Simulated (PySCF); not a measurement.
ClRb, charge +1, doublet, geometry from GFN2-xTB (such geometries of metal compounds can be far from the true shape) (a state made from the parent by changing its charge; the spin is typed, not shown lowest) (core potentials on Rb), atoms displaced at random by about 0.1 Å a coordinate; PBE0/def2-SVP in PySCF.

Input for PySCF:
```python
from pyscf import gto, scf, dft
from pyscf.geomopt import geometric_solver

mol = gto.M(
    atom='''
Rb    0.12512688   -0.14828204   -1.11741648
Cl   -0.03382803   -0.03289010    2.22329602
''',
    basis='def2-svp',
    ecp={'Rb': 'def2-svp'},
    charge=1,
    spin=1,
    verbose=3,
)

def method(m):
    mf = dft.UKS(m)
    mf.xc = 'pbe0'
    return mf

conv, mol_eq = geometric_solver.kernel(method(mol), maxsteps=100, trust=0.5, tmax=0.5)
print('optimisation converged:', conv)
print(mol_eq.tostring(format='xyz'))
mf = method(mol_eq)
mf.kernel()
```

Q: What does PySCF print? Leave out banner, timings and long lists.

A: 
```
Custom engine selected.
Bonds will be generated from interatomic distances less than 1.20 times sum of covalent radii
6 internal coordinates being used (instead of 6 Cartesians)
Internal coordinate system (atoms numbered from 1):
Distance 1-2
Translation-X 1-2
Translation-Y 1-2
Translation-Z 1-2
Rotation-A 1-2
Rotation-B 1-2
Rotation-C 1-2
<class 'geometric.internal.Distance'> : 1
<class 'geometric.internal.TranslationX'> : 1
<class 'geometric.internal.TranslationY'> : 1
<class 'geometric.internal.TranslationZ'> : 1
<class 'geometric.internal.RotationA'> : 1
<class 'geometric.internal.RotationB'> : 1
<class 'geometric.internal.RotationC'> : 1
> ===== Optimization Info: ====
> Job type: Energy minimization
> Maximum number of optimization cycles: 100
> Initial / maximum trust radius (Angstrom): 0.500 / 0.500
> Convergence Criteria:
> Will converge when all 5 criteria are reached:
>  |Delta-E| < 1.00e-06
>  RMS-Grad  < 3.00e-04
>  Max-Grad  < 4.50e-04
>  RMS-Disp  < 1.20e-03
>  Max-Disp  < 1.80e-03
> === End Optimization Info ===

Geometry optimization cycle 1
Cartesian coordinates (Angstrom)
 Atom        New coordinates             dX        dY        dZ
  Rb   0.125127  -0.148282  -1.117416    0.000000  0.000000  0.000000
  Cl  -0.033828  -0.032890   2.223296    0.000000  0.000000  0.000000

WARN: Mole.unit (angstrom) is changed to Bohr

converged SCF energy = -483.775344076516  <S^2> = 0.75238534  2S+1 = 2.0023839
--------------- UKS_Scanner gradients ---------------
         x                y                z
0 Rb    -0.0000489185     0.0000355253     0.0010434097
1 Cl     0.0000697939    -0.0000649453    -0.0010173625
----------------------------------------------
cycle 1: E = -483.775344077  dE = -483.775  norm(grad) = 0.00146167
Step    0 : Gradient = 1.034e-03/1.045e-03 (rms/max) Energy = -483.7753440765
Hessian Eigenvalues: 2.24939e-02 5.00000e-02 5.00000e-02 ... 5.00000e-02 5.00000e-02 5.00000e-02

Geometry optimization cycle 2
Cartesian coordinates (Angstrom)
 Atom        New coordinates             dX        dY        dZ
  Rb   0.125725  -0.148733  -1.129801    0.000598 -0.000451 -0.012384
  Cl  -0.034868  -0.031816   2.235129   -0.001040  0.001074  0.011833
converged SCF energy = -483.775381795278  <S^2> = 0.75238365  2S+1 = 2.0023822
--------------- UKS_Scanner gradients ---------------
         x                y                z
0 Rb    -0.0000277128     0.0000204056     0.0006033027
1 Cl     0.0000486209    -0.0000496747    -0.0005745951
----------------------------------------------
cycle 2: E = -483.775381795  dE = -3.77188e-05  norm(grad) = 0.000836749
Step    1 : Displace = 1.215e-02/1.215e-02 (rms/max) Trust = 5.000e-01 (=) Grad = 5.917e-04/6.043e-04 (rms/max) E (change) = -483.7753817953 (-3.772e-05) Quality = 1.587
Hessian Eigenvalues: 9.61901e-03 4.99697e-02 5.00000e-02 ... 5.00000e-02 5.00000e-02 5.00005e-02

Geometry optimization cycle 3
Cartesian coordinates (Angstrom)
 Atom        New coordinates             dX        dY        dZ
  Rb   0.126542  -0.149385  -1.146712    0.000817 -0.000652 -0.016912
  Cl  -0.036721  -0.029713   2.250618   -0.001854  0.002103  0.015489
converged SCF energy = -483.775402194003  <S^2> = 0.75238132  2S+1 = 2.0023799
--------------- UKS_Scanner gradients ---------------
         x                y                z
0 Rb    -0.0000017873     0.0000019566     0.0000731738
1 Cl     0.0000223769    -0.0000304125    -0.0000465802
----------------------------------------------
cycle 3: E = -483.775402194  dE = -2.03987e-05  norm(grad) = 9.46404e-05
Step    2 : Displace = 1.628e-02/1.628e-02 (rms/max) Trust = 5.000e-01 (=) Grad = 6.692e-05/7.322e-05 (rms/max) E (change) = -483.7754021940 (-2.040e-05) Quality = 1.117
Hessian Eigenvalues: 8.59368e-03 4.99508e-02 5.00000e-02 ... 5.00000e-02 5.00001e-02 5.00003e-02

Geometry optimization cycle 4
Cartesian coordinates (Angstrom)
 Atom        New coordinates             dX        dY        dZ
  Rb   0.126642  -0.149502  -1.148993    0.000100 -0.000117 -0.002281
  Cl  -0.037382  -0.028821   2.252169   -0.000660  0.000893  0.001551
converged SCF energy = -483.775402501354  <S^2> = 0.75238104  2S+1 = 2.0023796
--------------- UKS_Scanner gradients ---------------
         x                y                z
0 Rb     0.0000011670    -0.0000001330     0.0000140302
1 Cl     0.0000193558    -0.0000282608     0.0000125134
----------------------------------------------
cycle 4: E = -483.775402501  dE = -3.07351e-07  norm(grad) = 3.90914e-05
Step    3 : Displace = 1.948e-03/1.948e-03 (rms/max) Trust = 5.000e-01 (=) Grad = 2.764e-05/3.647e-05 (rms/max) E (change) = -483.7754025014 (-3.074e-07) Quality = 1.156
Hessian Eigenvalues: 7.68152e-03 4.58589e-02 5.00000e-02 ... 5.00000e-02 5.00001e-02 5.00003e-02

Geometry optimization cycle 5
Cartesian coordinates (Angstrom)
 Atom        New coordinates             dX        dY        dZ
  Rb   0.126664  -0.149571  -1.149785    0.000022 -0.000069 -0.000792
  Cl  -0.038022  -0.027897   2.252161   -0.000640  0.000924 -0.000008
converged SCF energy = -483.775402505475  <S^2> = 0.75238098  2S+1 = 2.0023796
--------------- UKS_Scanner gradients ---------------
         x                y                z
0 Rb     0.0000019858    -0.0000005527     0.0000013952
1 Cl     0.0000185192    -0.0000278962     0.0000256999
----------------------------------------------
cycle 5: E = -483.775402505  dE = -4.12098e-09  norm(grad) = 4.22828e-05
Step    4 : Displace = 4.248e-04/4.248e-04 (rms/max) Trust = 5.000e-01 (=) Grad = 2.990e-05/4.221e-05 (rms/max) E (change) = -483.7754025055 (-4.121e-09) Quality = 0.088
Hessian Eigenvalues: 7.68152e-03 4.58589e-02 5.00000e-02 ... 5.00000e-02 5.00001e-02 5.00003e-02
Converged! =D

optimisation converged: True
2
XYZ from PySCF
Rb          0.12666418       -0.14957078       -1.14978513
Cl         -0.03802186       -0.02789696        2.25216053

converged SCF energy = -483.775402534495  <S^2> = 0.75238098  2S+1 = 2.0023796
```
